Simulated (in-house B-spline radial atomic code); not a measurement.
Orbital energies and mean radii along the 17-electron series, configuration [Ne] 3s2 3p5. The effective charge is n√(-2ε), a non-relativistic measure. Computed with an all-electron radial atomic-structure program (B-spline basis): Dirac-Hartree-Fock, average of the configuration, finite nuclei.

```tsv
ion	Z	energy of 1s1/2 (Eh)	mean radius of 1s1/2 (bohr)	energy of 3s1/2 (Eh)	mean radius of 3s1/2 (bohr)	energy of 2p3/2 (Eh)	mean radius of 2p3/2 (bohr)	energy of 3p3/2 (Eh)	mean radius of 3p3/2 (bohr)	effective charge of 1s1/2
Cl	17	-105.29	0.090843	-1.0796	1.5498	-8.0524	0.40576	-0.50406	1.8445	14.511
Ar+	18	-119.65	0.085622	-1.7211	1.3759	-10.059	0.37562	-1.0422	1.5599	15.469
K2+	19	-135.05	0.080957	-2.492	1.238	-12.34	0.34961	-1.7074	1.362	16.435
Ca3+	20	-151.49	0.076764	-3.3861	1.1262	-14.885	0.32693	-2.4941	1.2134	17.406
Sc4+	21	?	?	?	?	?	?	?	?	?
Ti5+	22	?	?	?	?	?	?	?	?	?
V6+	23	?	?	?	?	?	?	?	?	?
Cr7+	24	-227.64	0.063513	-8.1483	0.83104	-27.65	0.25939	-6.8099	0.85569	21.337
Mn8+	25	-249.28	0.060867	-9.6308	0.78041	-31.479	0.24662	-8.1757	0.79823	22.328
Fe9+	26	-271.96	0.058426	-11.23	0.73568	-35.561	0.23503	-9.655	0.74826	23.322
Co10+	27	-295.7	0.056166	-12.944	0.69585	-39.895	0.22446	-11.248	0.70434	24.319
Ni11+	28	-320.5	0.054069	-14.776	0.66014	-44.483	0.2148	-12.953	0.66543	25.318
Cu12+	29	-346.35	0.052116	-16.723	0.62791	-49.322	0.20593	-14.772	0.63067	26.319
Zn13+	30	-373.27	0.050293	-18.788	0.59868	-54.414	0.19775	-16.704	0.59943	27.323
Ga14+	31	-401.25	0.048588	-20.969	0.57204	-59.758	0.19019	-18.749	0.57119	28.329
Ge15+	32	-430.31	0.046989	-23.268	0.54765	-65.354	0.18318	-20.906	0.54552	29.336
As16+	33	-460.45	0.045486	-25.685	0.52522	-71.202	0.17666	-23.176	0.52208	30.346
Se17+	34	-491.67	0.044071	-28.22	0.50453	-77.302	0.17059	-25.559	0.50059	31.358
```

Problem. Fill in the row of Sc4+.

Solution. energy of 1s1/2 (Eh): -168.97; mean radius of 1s1/2 (bohr): 0.072974; energy of 3s1/2 (Eh): -4.4002; mean radius of 3s1/2 (bohr): 1.0336; energy of 2p3/2 (Eh): -17.691; mean radius of 2p3/2 (bohr): 0.30699; energy of 3p3/2 (Eh): -3.3993; mean radius of 3p3/2 (bohr): 1.0965; effective charge of 1s1/2: 18.383.

Problem. Fill in the row of Ti5+.

Solution. energy of 1s1/2 (Eh): -187.48; mean radius of 1s1/2 (bohr): 0.069531; energy of 3s1/2 (Eh): -5.5325; mean radius of 3s1/2 (bohr): 0.95562; energy of 2p3/2 (Eh): -20.756; mean radius of 2p3/2 (bohr): 0.28932; energy of 3p3/2 (Eh): -4.421; mean radius of 3p3/2 (bohr): 1.0015; effective charge of 1s1/2: 19.364.

Problem. Fill in the row of V6+.

Solution. energy of 1s1/2 (Eh): -207.04; mean radius of 1s1/2 (bohr): 0.06639; energy of 3s1/2 (Eh): -6.7821; mean radius of 3s1/2 (bohr): 0.88887; energy of 2p3/2 (Eh): -24.076; mean radius of 2p3/2 (bohr): 0.27355; energy of 3p3/2 (Eh): -5.5582; mean radius of 3p3/2 (bohr): 0.92255; effective charge of 1s1/2: 20.349.

Problem. How does the screening of 1s1/2 change?

Solution. Z less the effective charge goes from 2.49 at Z = 17 to 2.64 at Z = 34.
